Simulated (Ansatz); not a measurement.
`CC(=S)CF` + H₂Se → `CC(=S)[SeH]` + `CF`  (substitution at a C–C bond)

Program: Ansatz. Geometries: PBE0-D4/def2-TZVP. ΔE: electronic, gas phase. CCSD(T)/CBS adds triple-zeta CCSD(T) − MP2 to the extrapolated MP2 energy (def2 sets, frozen cores). This one scheme is used for every species. For Se outer-core shells are correlated without core-valence functions, which leaves a few kJ/mol of doubt a bond. Scalar relativity is left out up to krypton. One conformer a species, not always the lowest.

```
      species  MP2/CBS(def2) energy (Eh)
   `CC(=S)CF`                 -614.62610
         H₂Se                -2401.87424
`CC(=S)[SeH]`                -2876.90009
         `CF`                 -139.60487
```

Q: Work out ΔE.

A: ΔE = (-2876.90009) + (-139.60487) − (-614.62610) − (-2401.87424) = -0.00462 Eh = -2.9 kcal/mol. CCSD(T)/CBS gives -0.4 kcal/mol.

Largest T1 diagnostic among the species: 0.015.

From PBE to PBE0 (25 % exact exchange), in def2-TZVPP and without D4, ΔE moves by +1.7 kcal/mol. In def2-TZVPP, CCSD(T) changes the Hartree–Fock value by −3.4 kcal/mol (the triples alone add −0.9 kcal/mol) and MP2 by −5.9 kcal/mol.
